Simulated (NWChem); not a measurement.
All runs are NWChem calculations. System: C3HF7, charge 1, spin multiplicity 2, at the geometry of a parent with another charge or spin, in a state set for the comparison that need not be this species' ground state. Its SCF solution wasn't tested for a lower state.

Input file:

```
start mol
memory heap 200 mb stack 900 mb global 1100 mb
charge 1
geometry units angstroms nocenter noautoz
  F      1.811313     0.076960     0.000000
  C      0.527219     0.509638     0.000000
  C     -0.140657     0.027566    -1.288668
  F      0.536346     0.498041    -2.330542
  F     -1.388654     0.480692    -1.358197
  F     -0.162882    -1.295017    -1.369319
  C     -0.140657     0.027566     1.288668
  F     -0.162882    -1.295017     1.369319
  F      0.536346     0.498041     2.330542
  F     -1.388654     0.480692     1.358197
  H      0.496182     1.611857     0.000000
  symmetry group Cs
end
basis spherical
  * library def2-svp
end
dft
  xc xpbe96 cpbe96
  odft
  mult 2
  semidirect memsize 60000000 filesize 0
  iterations 100
end
task dft energy
```

The output up to the point where the run's verdict is printed (cleaned and shortened):

```
             Northwest Computational Chemistry Package (NWChem) 7.3.0
             --------------------------------------------------------

                                NWChem Input Module
                                -------------------

 Scaling coordinates for geometry "geometry" by  1.889725989
 (inverse scale =  0.529177249)

 Turning off AUTOSYM since
 SYMMETRY directive was detected!

                             Geometry "geometry" -> ""
                             -------------------------

 Output coordinates in angstroms (scale by  1.889725989 to convert to a.u.)

  No.       Tag          Charge          X              Y              Z
 ---- ---------------- ---------- -------------- -------------- --------------
    1 F                    9.0000     1.81131300     0.07696000     0.00000000
    2 C                    6.0000     0.52721900     0.50963800     0.00000000
    3 C                    6.0000    -0.14065700     0.02756600    -1.28866800
    4 F                    9.0000     0.53634600     0.49804100    -2.33054200
    5 F                    9.0000    -1.38865400     0.48069200    -1.35819700
    6 F                    9.0000    -0.16288200    -1.29501700    -1.36931900
    7 C                    6.0000    -0.14065700     0.02756600     1.28866800
    8 F                    9.0000    -0.16288200    -1.29501700     1.36931900
    9 F                    9.0000     0.53634600     0.49804100     2.33054200
   10 F                    9.0000    -1.38865400     0.48069200     1.35819700
   11 H                    1.0000     0.49618200     1.61185700     0.00000000

 Effective nuclear repulsion energy (a.u.)     665.4826222045

            Nuclear Dipole moment (a.u.)
            ----------------------------
        X                 Y               Z
 ---------------- ---------------- ----------------
     0.0000170075     0.0000094486     0.0000000000

      Symmetry information
      --------------------

 Group name             Cs
 Group number              2
 Group order               2
 No. of unique centers     7

      Symmetry unique atoms
[...]
 d= 0,ls=0.5,diis    75   -811.9781711601 -2.40D-04  1.19D-05  4.17D-04    36.3
                                                     8.51D-05  5.35D-04
 d= 0,ls=0.5,diis    76   -811.9783713105 -2.00D-04  1.29D-05  2.84D-04    36.7
                                                     8.10D-05  3.83D-04
 d= 0,ls=0.5,diis    77   -811.9785532458 -1.82D-04  9.52D-06  1.46D-04    37.0
                                                     7.41D-05  2.27D-04
 d= 0,ls=0.5,diis    78   -811.9786829354 -1.30D-04  3.72D-06  9.32D-05    37.4
                                                     6.78D-05  1.57D-04
 d= 0,ls=0.5,diis    79   -811.9787834586 -1.01D-04  7.28D-06  6.69D-05    37.8
                                                     6.43D-05  1.24D-04
 d= 0,ls=0.5,diis    80   -811.9788731445 -8.97D-05  1.05D-05  4.15D-05    38.2
                                                     5.99D-05  8.86D-05
 d= 0,ls=0.5,diis    81   -811.9789413086 -6.82D-05  7.53D-06  4.63D-05    38.6
                                                     5.66D-05  8.30D-05
 d= 0,ls=0.5,diis    82   -811.9790027942 -6.15D-05  3.38D-06  4.52D-05    39.0
                                                     5.37D-05  7.52D-05
 d= 0,ls=0.5,diis    83   -811.9790613043 -5.85D-05  1.17D-05  3.14D-05    39.4
                                                     5.14D-05  6.05D-05
 d= 0,ls=0.5,diis    84   -811.9791048046 -4.35D-05  8.72D-06  5.12D-05    39.8
                                                     4.91D-05  6.87D-05
 d= 0,ls=0.5,diis    85   -811.9791461100 -4.13D-05  5.06D-06  6.06D-05    40.2
                                                     4.67D-05  7.09D-05
 d= 0,ls=0.5,diis    86   -811.9791862427 -4.01D-05  3.59D-06  5.83D-05    40.6
                                                     4.46D-05  6.76D-05
 d= 0,ls=0.5,diis    87   -811.9792227649 -3.65D-05  3.05D-06  5.78D-05    41.0
                                                     4.27D-05  6.51D-05
 d= 0,ls=0.5,diis    88   -811.9792557607 -3.30D-05  9.71D-06  5.82D-05    41.4
                                                     4.14D-05  6.33D-05
 d= 0,ls=0.5,diis    89   -811.9792864680 -3.07D-05  1.18D-05  6.00D-05    41.8
                                                     4.05D-05  5.97D-05
 d= 0,ls=0.5,diis    90   -811.9793194283 -3.30D-05  7.59D-06  4.78D-05    42.2
                                                     3.80D-05  4.52D-05
 d= 0,ls=0.5,diis    91   -811.9793447394 -2.53D-05  6.73D-06  5.05D-05    42.5
                                                     3.65D-05  4.35D-05
 d= 0,ls=0.5,diis    92   -811.9793672518 -2.25D-05  4.17D-06  5.48D-05    42.9
                                                     3.47D-05  4.29D-05
 d= 0,ls=0.5,diis    93   -811.9793886938 -2.14D-05  6.59D-06  5.41D-05    43.3
                                                     3.36D-05  4.18D-05
 d= 0,ls=0.5,diis    94   -811.9794085484 -1.99D-05  6.09D-06  5.44D-05    43.7
                                                     3.26D-05  3.72D-05
 d= 0,ls=0.5,diis    95   -811.9794287195 -2.02D-05  7.45D-06  5.07D-05    44.1
                                                     3.13D-05  3.14D-05
 d= 0,ls=0.5,diis    96   -811.9794516335 -2.29D-05  4.81D-06  2.75D-05    44.5
                                                     2.96D-05  2.19D-05
 d= 0,ls=0.5,diis    97   -811.9794691021 -1.75D-05  3.63D-06  2.03D-05    44.9
                                                     2.81D-05  1.92D-05
 d= 0,ls=0.5,diis    98   -811.9794843960 -1.53D-05  2.31D-06  1.62D-05    45.3
                                                     2.69D-05  1.70D-05
 d= 0,ls=0.5,diis    99   -811.9794978350 -1.34D-05  4.66D-06  1.46D-05    45.7
                                                     2.58D-05  1.57D-05
 d= 0,ls=0.5,diis   100   -811.9795088517 -1.10D-05  3.60D-06  1.82D-05    46.1
                                                     2.47D-05  1.65D-05
```

Convergence was not reached. The next line reads: Calculation failed to converge. NWChem stopped with the message: dft energy failed.
